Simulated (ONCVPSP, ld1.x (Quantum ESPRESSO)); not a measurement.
**Pseudopotentials across the periodic table**

Generated with ld1.x 7.5 (TM, RRKJ, ultrasoft, PAW), atompaw 4.2 or ONCVPSP 4.0.1. The cutoff is in Ry: for ld1.x and atompaw files where the sum of valence levels is converged to 10 mRy in a Bessel basis, for ONCV files where the hardest occupied wave has 1 mHa per electron of residual kinetic energy. The error is the largest all-electron minus pseudo excitation energy over each file’s own four to seven test configurations (ionisations up to +4, promotions, holes and added fractions of an electron), all of which were solved. The labels leave out finer settings (local radius, basis sizes, second energies), which also bear on the numbers. Spin-polarised tests are not counted. The rows are a selection from randomly drawn settings: files with unsolved tests, undetermined cutoffs or missed reference levels are left out.

A true bound ghost makes a file unfit for plane-wave use even where its test errors are small: the radial tests pick states by their node count and pass the ghost by.

```csv
element,potential,cutoff (Ry),largest error (meV),bound ghosts
O,"PAW, PBEsol, scalar-relativistic, rc 0.90/1.40 (sp), local smoothed, core correction yes, reference 2s2 2p4",35,-16,none
P,"RRKJ, PBE, scalar-relativistic, rc 1.30/1.35 (sp), local s, core correction yes, reference 3s2 3p1",45,+54,none
Sc,"ONCV, PBEsol, scalar-relativistic, rc 1.95/1.45/2.55 (spd), local smoothed, core correction yes, reference 3s2 3p6 3d1 4s1.5, qcut 5.6/12.1/5.9, projectors 2/1/2",50,-89,none
Mo,"TM, PBE, scalar-relativistic, rc 1.60/1.75/1.80 (spd), local s, core correction no, reference 4s2 4p6 4d6 5s0 5p0",55,+944,none
Pm,"TM semilocal, LDA (PZ), scalar-relativistic, rc 1.50/2.70/2.60/1.45 (spdf), local s, core correction yes, reference 4f4 5s2 5p6 5d0 6s0 6p0",180,+229,none
```

**Question.** Fill in the row for Ir: ONCV, LDA (Perdew-Zunger), scalar-relativistic, rc 1.50/1.80/1.80 (spd), local smoothed, core correction yes, reference 5s2 5p6 5d7 6s2, qcut 9.1/6.1/10.3, projectors 2/2/2.

**Answer.** cutoff 56 Ry, largest error -236 meV, bound ghosts: none.

**Question.** Fill in the row for Re: TM semilocal, LDA (PZ), scalar-relativistic, rc 2.55/4.05/2.10 (spd), local p, core correction no, reference 5d6 6s1 6p0.

**Answer.** cutoff 35 Ry, largest error -62 meV, bound ghosts: none.

**Question.** Fill in the row for Hf: ONCV, PBE, scalar-relativistic, rc 2.20/2.20/3.25/2.20 (spdf), local f, core correction yes, reference 5s2 5p6 5d2 6s1.5, qcut 7.1/6.1/4.9/4.9, projectors 2/2/1/0.

**Answer.** cutoff 26 Ry, largest error -161 meV, bound ghosts: s, d, p.
